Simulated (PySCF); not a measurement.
Geometry:
```
atom   x (Å)   y (Å)   z (Å)
 Cl1   3.219   1.300  -0.388
  C2   2.233  -0.193  -0.425
 Cl3   2.686  -1.130  -1.878
 Cl4   2.632  -1.166   1.015
  C5   0.764   0.183  -0.455
  C6  -0.194  -1.015  -0.469
 Si7  -1.920  -0.397  -0.010
  N8  -1.457   0.949   0.998
 Si9   0.224   1.404   0.930
 H10   0.639   0.762  -1.388
 H11   0.110  -1.736   0.308
 H12  -0.161  -1.545  -1.434
 H13  -2.721  -1.428   0.720
 H14  -2.719   0.013  -1.211
 H15  -2.137   1.503   1.507
 H16   0.960   1.199   2.212
 H17   0.410   2.823   0.503
```

Geometry: PBE0-D3(BJ)/def2-SVP; GIAO shifts from PySCF, gas phase, non-relativistic, averaged over equivalent atoms.

At CAM-B3LYP/pcSseg-1 (228 basis functions, 2.2 min wall time on 1 thread of an Arm Neoverse N1, shared host):
```
      atoms  δ (ppm)
Cl1/Cl3/Cl4    473.9
         C2    127.0
         C5     51.8
         C6     11.6
        Si7    -18.4
        Si9    -21.8
         N8     13.4
        H13     4.90
        H17     4.86
        H16     4.84
        H14     4.82
        H10     2.37
        H11     1.50
        H12     1.31
        H15    -0.35
```

δ = σ(ref) − σ, references computed at the same level: ³⁵Cl (σref 938.90) against HCl; ¹³C (σref 182.45), ²⁹Si (σref 343.41), ¹H (σref 31.33) against TMS; ¹⁵N (σref 267.29) against NH3.

Question: Estimate the result of repeating the calculation with PBE0/pcSseg-1.

Answer: 
| atoms | δ at PBE0/pcSseg-1 | change |
| --- | --- | --- |
| Cl1/Cl3/Cl4 | 474.4 | +0.5 |
| C2 | 127.9 | +0.9 |
| C5 | 52.6 | +0.8 |
| C6 | 12.5 | +0.9 |
| Si7 | -14.7 | +3.7 |
| Si9 | -20.1 | +1.7 |
| N8 | 12.0 | -1.4 |
| H13 | 5.05 | +0.15 |
| H17 | 5.03 | +0.17 |
| H16 | 5.00 | +0.16 |
| H14 | 4.99 | +0.17 |
| H10 | 2.61 | +0.24 |
| H11 | 1.63 | +0.13 |
| H12 | 1.41 | +0.10 |
| H15 | -0.31 | +0.04 |

References, each an isolated molecule treated in the same way: ³⁵Cl (σ = 943.27 ppm) against HCl; ¹³C (σ = 184.41 ppm), ²⁹Si (σ = 351.99 ppm), ¹H (σ = 31.27 ppm) against TMS; NH3 for ¹⁵N (σ = 265.67 ppm).

The largest change is at Si7 (silicon bonded to C, N, 2 H, in a 5-membered ring). Cost: 228 basis functions, 98 s wall time on 1 thread of an Arm Neoverse N1, shared host. The order of the carbon signals is the same at both levels.

Carbons that carry Cl, above all several Cl atoms, come out too deshielded, partly because spin–orbit coupling is missing. Experimental scales use liquid or dissolved standards, which lie at an offset from isolated NH3 (liquid NH3: subtract about 20 ppm).
